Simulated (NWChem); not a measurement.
System: CdIF; SMILES [F][Cd][I]

def2 effective core potentials on Cd, I; no spin-orbit coupling.

**Question.** Give the equilibrium geometry at PBE0/def2-SVP with def2 effective core potentials on Cd, I (NWChem) as a Z-matrix, with the point group.

**Answer.** point group C*v; any orientation.
```
Cd
F 1 1.9320
I 1 2.5691 2 179.98
```
